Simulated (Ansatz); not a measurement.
Cost and result up the ladder for `CCCCCCCCCCCCO` (39 atoms). Charge 0, multiplicity 1. Geometry: PBE-D4/def2-SVP.

Cartesian coordinates in Å:
```
C 4.853 -1.664 2.729
C 3.330 -1.555 2.650
C 2.757 -2.048 1.316
C 1.223 -2.039 1.231
C 0.556 -0.666 1.412
C 1.019 0.425 0.433
C 0.843 0.088 -1.057
C -0.588 -0.260 -1.492
C -1.619 0.848 -1.252
C -3.014 0.502 -1.785
C -4.099 1.540 -1.483
C -3.884 2.893 -2.150
O -5.008 3.709 -1.867
H 5.342 -1.069 1.929
H 5.190 -2.715 2.607
H 5.243 -1.299 3.701
H 3.028 -0.499 2.822
H 2.869 -2.136 3.480
H 3.117 -3.085 1.133
H 3.188 -1.439 0.489
H 0.817 -2.733 2.000
H 0.919 -2.474 0.253
H 0.725 -0.304 2.449
H -0.546 -0.797 1.329
H 0.474 1.365 0.668
H 2.090 0.658 0.617
H 1.514 -0.755 -1.329
H 1.200 0.954 -1.658
H -0.926 -1.189 -0.979
H -0.579 -0.512 -2.576
H -1.251 1.788 -1.720
H -1.696 1.067 -0.163
H -3.327 -0.475 -1.355
H -2.955 0.336 -2.885
H -4.184 1.701 -0.385
H -5.090 1.162 -1.815
H -2.937 3.356 -1.778
H -3.747 2.737 -3.252
H -4.847 4.583 -2.266
```

Ansatz on 6 threads of Intel Xeon 6975P-C on a shared host. Times are rough, and most runs start from the orbitals of an earlier one. PBE0-D4/def2-TZVP serves as the yardstick here, not as an exact answer. Differences are given only for rows in sets of like size (and for xTB, whose basis is part of the method), since another set adds its own error. Binding counts from free atoms at the same level (C triplet, O triplet, H doublet; other spins of the atoms weren't run), without zero-point energy or a counterpoise term.

Correlated methods freeze 13 core orbitals. The rows differ in basis, and correlated rows in double-zeta sets carry the largest basis error.

Correlated methods converge slowly with the basis, most of all in double-zeta sets.

```json
{"level": "HF/STO-3G", "functions": "91", "wall time": "0.5 s"}
{"level": "PBE-D4/def2-SVP", "functions": "312", "wall time": "2.2 s"}
{"level": "PBE0-D4/def2-SVP", "functions": "312", "wall time": "4.6 s"}
{"level": "MP2/def2-SVP", "functions": "312", "wall time": "6 s"}
{"level": "PBE-D4/def2-TZVP (with forces)", "functions": "559", "wall time": "6.5 s"}
{"level": "r2SCAN-D4/def2-TZVP", "functions": "559", "wall time": "8 s"}
{"level": "PBE0-D4/def2-TZVP (with forces)", "functions": "559", "wall time": "19 s"}
```

Q: Estimate what each level gives for the binding energy per atom (eV).

A: 
| level | binding energy per atom (eV) | difference from PBE0-D4/def2-TZVP (eV) |
| --- | --- | --- |
| HF/STO-3G | 3.90 | – |
| PBE-D4/def2-SVP | 4.29 | – |
| PBE0-D4/def2-SVP | 4.24 | – |
| MP2/def2-SVP | 4.05 | – |
| PBE-D4/def2-TZVP (with forces) | 4.24 | 0.05 |
| r2SCAN-D4/def2-TZVP | 4.17 | -0.02 |
| PBE0-D4/def2-TZVP (with forces) | 4.19 | 0.00 |
